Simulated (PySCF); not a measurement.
**Multinuclear NMR of C₅H₇ClO₂**

Geometry:
```tsv
atom	x (Å)	y (Å)	z (Å)
C1	-2.425	-0.596	0.213
O2	-1.098	-1.036	0.409
C3	-0.094	-0.187	0.085
C4	-0.050	1.063	-0.379
Cl5	-1.269	2.192	-0.786
O6	1.224	1.551	-0.572
C7	2.144	0.524	-0.206
C8	1.322	-0.688	0.258
H9	-3.056	-1.421	0.537
H10	-2.643	0.292	0.811
H11	-2.618	-0.376	-0.840
H12	2.788	0.919	0.585
H13	2.761	0.300	-1.081
H14	1.494	-1.574	-0.355
H15	1.514	-0.954	1.298
```

One conformer, gas phase, non-relativistic Hamiltonian, one averaged value for each set of equivalent atoms. Coordinates at the GFN2-xTB level; GIAO PBE0/pcSseg-1 shieldings; PySCF 2.14.0 with density-fitted response routines.

Q: Predict the $^{17}$O NMR data.

A: 
```tsv
atoms	environment	σ (ppm)	δ (ppm)
O6	ether oxygen	234.8	52.8
O2	ether oxygen	269.4	21.3
```

Shieldings were converted by a linear fit to measured shifts: $^{17}$O: δ = 266.70 − 0.911σ (rms 10.7 ppm, 155 shifts, 12.2 ppm with the 3 outliers that the fit left out vs liquid water, solution or neat liquid). A few per cent of atoms miss by over 2 rms, more outside the fitted compound classes.

On a 500 MHz spectrometer $^{17}$O resonates near 67.8 MHz, so 1 ppm is 67.8 Hz.
